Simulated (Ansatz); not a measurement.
HClGe, SMILES `[Cl][GeH]` (lower singlet) (charge 0, multiplicity 1). This singlet lies 1.70 eV below the relaxed triplet at the level composite: frozen-core CCSD(T) with HF/cc-pVQZ and the correlation energy extrapolated as X^-3 from cc-pVTZ and cc-pVQZ, plus CCSDT(Q) minus CCSD(T) in cc-pVDZ // B3LYP-D3(BJ)/def2-TZVP (Ansatz, a first-principles code).

Cartesian coordinates (Å):
```xyz
3

Cl     1.5685    -0.3174     0.0000
Ge    -0.3248     0.8170     0.0000
H     -1.2436    -0.4995     0.0000
```
Charge 0, multiplicity 1.

Frozen-core energies in cc-pVDZ from Ansatz at a geometry from B3LYP-D3(BJ)/def2-TZVP; the HF reference has <S^2> = 0.00 (restricted, and unstable towards unrestricted orbitals) and the T1 diagnostic is 0.012.

```
level    energy (Ha)
-------  -----------
HF       -2535.43571
MP2      -2535.66249
CCSD     -2535.69189
CCSD(T)  -2535.69868
```

**Question.** Estimate the energies of CCSDT and CCSDT(Q), and give each level's difference from CCSDT(Q).

**Answer.** 
```tsv
level	energy (Ha)	difference from CCSDT(Q) (mHa)
MP2	-2535.66249	37.38
CCSD	-2535.69189	7.99
CCSD(T)	-2535.69868	1.20
CCSDT	-2535.69934	0.54
CCSDT(Q)	-2535.69988	0.00
```
